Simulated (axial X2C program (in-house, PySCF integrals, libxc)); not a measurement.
## AgH⁺: from Re and ωe to a spectrum

A bond curve at the CCSD(T) level, 2c, was computed with an in-house all-electron X2C program for linear molecules (integrals from PySCF) (basis Ag dyall-cv3z [12s12p8d5f3g], H dyall-v3z [6s2p1d] (cores contracted in-house)) for the state Ω = 1/2 (⟨Sz⟩ = 0.50, ⟨Lz⟩ = 0.00 at HF). Its fit gives Re = 1.7079 Å, ωe = 984.9 cm⁻¹, ωexe = 130 cm⁻¹ and αe = 7.698e-01 cm⁻¹; the masses are 106.9051 and 1.0078 u. Two-component means X2C with spin–orbit coupling and atomic mean-field Coulomb and Gaunt terms.

Correlated methods: 11 electrons correlated (number of frozen shells: Ag 4 s, 3 p, 1 d; H none), 211 virtual spin orbitals or spinors in MP2, 90 natural virtuals in coupled cluster.

(1) Find the reduced mass, Be and the force constant.

(2) Where do the fundamental and the first overtone lie?

(3) Estimate De from a Morse curve and compare with the computed well depth of 0.458 eV to Ag+ + H.

(4) Scale the constants to the deuteride (D 2.0141 u) within the Born–Oppenheimer picture.

(5) Estimate the centrifugal constant by the Kratzer relation.

Occupations by symmetry block were frozen at the best pattern of an incomplete PBE0 search. Dissociation energies refer to the lowest single-determinant-based atoms at the same level and basis. CCSD and (T) use frozen natural virtuals with an MP2 correction for the truncation; (T) itself is uncorrected, so its De runs slightly low. The levels of this run spread widely (ωe from 695 to 1270 cm⁻¹), so these constants depend on the method.

## Answers

(1) From the CCSD(T) values: μ = 0.9984 u. Be = 16.8576/(μ Re²) = 5.789 cm⁻¹. k = 5.8918×10⁻⁷ μ ωe² = 0.571 mdyn/Å.

(2) ν(1←0) = ωe − 2ωexe = 724.9 cm⁻¹; ν(2←0) = 2ωe − 6ωexe = 1189.8 cm⁻¹.

(3) De(Morse) = ωe²/(4ωexe) = 0.231 eV against 0.458 eV computed, a ratio of 0.50. The extrapolation falls short: long-range attraction (ionic or ion–induced dipole) or a change of character along the curve can cause this.

(4) ρ = √(μH/μD) = 0.7107; ωe = 699.9, ωexe = 65.7, Be = 2.923 cm⁻¹; the zero-point energy falls by 126 cm⁻¹.

(5) D = 4Be³/ωe² = 8.00e-04 cm⁻¹.
